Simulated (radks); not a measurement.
The technetium ion Tc+, configuration [Kr] 4d5 5s1.

Calculated with a radial shooting solver on a logarithmic mesh with Libxc functionals: scalar-relativistic Kohn-Sham, r2SCAN, spin-polarised, spherical densities, finite nucleus; open shells are filled with parallel spins first (spin-orbit coupling, left out, can overturn this in heavy ions); meta-GGA in the generalised Kohn-Sham scheme; Fermi nuclear charge, rms radius 4.4112 fm.

Energy parts (eV):
total: -116630.376
kinetic: 120432.691
electron-nucleus: -280772.271
Hartree: 47213.250
exchange-correlation: -3504.047

Orbitals (lengths in bohr, moments of r in powers of bohr):
\begin{tabular}{lrrr}
orbital & occ. & eigenvalue (eV) & <r^4> \\ \hline
1s up & 1 & -20920.06 & 6.534e-06 \\
1s down & 1 & -20920.07 & 6.534e-06 \\
2s up & 1 & -3003.597 & 0.001197 \\
2s down & 1 & -3002.672 & 0.001197 \\
2p up & 3 & -2686.211 & 0.0008599 \\
2p down & 3 & -2685.539 & 0.0008594 \\
3s up & 1 & -534.4429 & 0.05977 \\
3s down & 1 & -534.1468 & 0.05972 \\
3p up & 3 & -429.3512 & 0.06579 \\
3p down & 3 & -428.9578 & 0.06564 \\
3d up & 5 & -259.8866 & 0.07051 \\
3d down & 5 & -259.1286 & 0.07004 \\
4s up & 1 & -84.3182 & 2.510 \\
4s down & 1 & -80.1546 & 2.415 \\
4p up & 3 & -55.7284 & 4.052 \\
4p down & 3 & -51.1020 & 3.825 \\
4d up & 5 & -15.7726 & 20.95 \\
4d down & 0 & -10.1578 & 24.88 \\
5s up & 1 & -12.4266 & 142.9 \\
5p up & 0 & -7.1420 & 340.5 \\
\end{tabular}

The highest occupied level is 5s up at -12.427 eV. Summed over all electrons, <r^2> = 41.84 bohr^2, which gives a Langevin (diamagnetic) susceptibility term of -33.1 x 10^-6 cm^3/mol. The density falls to 0.001 e/bohr^3 at r = 4.15 bohr. Spin moment in Bohr magnetons: 6. The electron density at the nucleus is 1.022e+05 e/bohr^3 (large components only). The spin density at the nucleus is 13.83 e/bohr^3 (1s 0.20, 2s -1.71, 3s 1.56, 4s -4.67, 5s 18.45). For comparison, the ionisation energy in NIST's Atomic Spectra Database is 15.260 eV (semi-empirical). In exact Kohn-Sham theory the highest level is minus the ionisation energy, but local and semilocal functionals leave it too shallow, through self-interaction and a potential that decays too fast; potentials with the right tail come closer.
